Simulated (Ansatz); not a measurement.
Basis sets compared for the cluster SnGe3⁺. The state is a doublet with charge 1. Geometry PBE-D4/def2-SVP. Ansatz on 4 threads of Arm Neoverse V2 on a shared host; times are rough, and most runs start from earlier orbitals.

```xyz
4

Ge    1.250    0.769    0.176
Ge   -1.260   -0.773   -0.028
Ge   -0.112   -0.083    2.002
Sn    0.122    0.087   -2.151
```

In the def2 sets Sn takes a core potential; there is no spin–orbit coupling. The structure comes from a short search, and lower isomers may exist.

```csv
level,functions,energy (Eh),HOMO (eV),LUMO (eV),wall time
PBE-D4/def2-SVP,122,-6443.3999,-10.08,-9.45,2 s
PBE0-D4/def2-SVP,122,-6443.5413,-11.01,-8.86,4.2 s
```

Question: Estimate the rows for PBE-D4/def2-TZVP, PBE0-D4/def2-TZVP (with forces).

Answer: 
| level | functions | energy (Eh) | HOMO (eV) | LUMO (eV) | wall time |
| --- | --- | --- | --- | --- | --- |
| PBE-D4/def2-TZVP | 194 | -6444.1911 | -10.01 | -9.38 | 3.8 s |
| PBE0-D4/def2-TZVP (with forces) | 194 | -6444.3314 | -10.93 | -8.78 | 10 s |
